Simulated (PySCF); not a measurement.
C2H9FSi3, SMILES F[C@H]1C[SiH2][Si@@H]1[SiH3]. Geometry: B3LYP-D3(BJ)/def2-SVP. The structure was generated by enumeration; whether it is a known compound was not checked.

Task: Give the equilibrium geometry at B3LYP-D3(BJ)/def2-SVP (PySCF confirms it by a frequency run) as a Z-matrix. (An estimate is asked for; the answer gives what the named calculation found.)

Result: 
```
Si
H 1 1.4939
C 1 1.9499 2 109.81
F 3 1.3862 1 117.96 2 -39.42
H 3 1.1069 4 107.58 1 122.90
C 3 1.5404 5 109.29 4 -123.66
H 6 1.1016 3 114.77 5 44.00
H 6 1.1045 7 107.96 3 -120.84
Si 6 1.9244 7 120.16 8 -122.10
H 9 1.4891 6 115.56 7 90.80
H 9 1.4915 10 109.64 6 129.56
Si 1 2.3436 2 112.41 3 -132.96
H 12 1.4928 1 111.31 2 56.59
H 12 1.4929 13 108.88 1 121.75
H 12 1.4932 13 108.80 14 118.45
```
